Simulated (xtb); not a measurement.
BH4O3, SMILES OB([OH2+])O, charge +1. All values are semi-empirical tight-binding results from xtb (GFN2-xTB unless named), good for trends rather than for accurate numbers. The structure is a stationary point at GFN2-xTB. The isomer is the one that the SMILES or the coordinates give; other isomers of the formula were not compared. The values are those of a single conformer.

Computed properties:
The orbital gap is 8.54 eV and the zero-point energy is 34.4 kcal/mol. The G − E(el) at 298.15 K (modified RRHO) comes out as 17.4 kcal/mol and the static polarisability (D4 model) is 31.3 bohr³. The solvation energy, GFN2-xTB/ALPB(water) comes out as -81.1 kcal/mol. The solvation energy, GFN2-xTB/ALPB(dmso) is -77.2 kcal/mol.

Computed IR lines (harmonic; lines under 4 % of the strongest left out, lines within 3 cm⁻¹ merged):
ν (cm⁻¹): 189 (w), 398 (w), 442 (m), 513 (m), 557 (m), 599 (m), 637 (vs), 732 (m), 771 (m), 893 (s), 1112 (m), 1374 (m), 1590 (vs), 3365 (m), 3401 (m), 3580 (m), 3605 (m) (against the strongest line: vs over 80 %, s over 45 %, m over 15 %, w over 4 %, vw less)…
